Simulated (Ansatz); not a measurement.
Harmonic frequencies (cm⁻¹) at PBE0-D4/def2-TZVP from Ansatz: 139, 149, 183, 222, 235, 256, 372, 405, 448, 533, 590, 710, 729, 1049, 1542, 3565, 3667, 3936.

Each molecule was computed in one conformer, which needn't be the lowest.

Q: Which molecule is it?
A. `[O]=[Nb]([OH])([Cl])[Cl]`
B. `[CH3][Nb](=[O])([OH])[F]`
C. `[O]=[Nb]([OH])([OH])[Cl]`
D. `[NH2][Nb](=[O])([OH])[Cl]`

A: D.
